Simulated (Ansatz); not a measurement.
`OB([SiH3])Cl` + NH₃ → `NB(O)Cl` + SiH₄ at 400 K and 1 bar (cleavage of the B–Si bond).

Isolated molecules relaxed with PBE0-D4/def2-TZVP in Ansatz; ΔE leaves out vibrations. CCSD(T)/CBS is the MP2 limit (def2-TZVPP, def2-QZVPP) plus CCSD(T) − MP2 in def2-TZVPP, frozen cores. This one scheme is used for every species. Each species was taken in one conformer, which may not be the lowest.

```
       species  CCSD(T)/CBS energy (Eh)  H − E (kJ/mol)  S (J/(mol·K))
`OB([SiH3])Cl`               -851.31256           146.5          358.6
           NH₃                -56.50880           104.2          203.1
     `NB(O)Cl`               -616.40523           148.4          317.9
          SiH₄               -291.46306            96.9          218.6
```

H − E and S are ideal-gas, rigid-rotor, harmonic terms from PBE0-D4/def2-TZVP, for one conformer and one mirror image of each species. 1 Eh = 2625.50 kJ/mol, R = 8.31446 J/(mol·K).

**Question.** By hand: ΔE, ΔH, ΔS and ΔG.

**Answer.** ΔE = (-616.40523) + (-291.46306) − (-851.31256) − (-56.50880) = -0.04693 Eh = -123.2 kJ/mol. Δ(H − E) = 148.4 + 96.9 − 146.5 − 104.2 = -5.4, so ΔH = -128.6 kJ/mol. ΔS = 317.9 + 218.6 − 358.6 − 203.1 = -25.2 J/(mol·K). ΔG = -128.6 − 400 × (-25.2)/1000 = -118.5 kJ/mol.

**Question.** By hand: the equilibrium constant, and the temperature at which ΔG would vanish if ΔH and ΔS stayed fixed.

**Answer.** log₁₀ K = −ΔG/(RT ln 10) = 15.5. ΔG = 0 at ΔH/ΔS = 5103 K, far beyond where these terms or the molecules hold.

ΔH outweighs TΔS. A doubt of 5 kJ/mol in ΔE shifts log₁₀ K by 0.7 here. Other conformers and mirror images would add mixing entropy, several J/(mol·K) or more a flexible species. Modes under 60 cm⁻¹, often nearly free rotors, make the harmonic entropy too high. These are equilibria of isolated gas molecules and say nothing of rates. Largest T1 diagnostic: 0.013 (customary marks: 0.02 for closed shells, 0.045 for open ones).
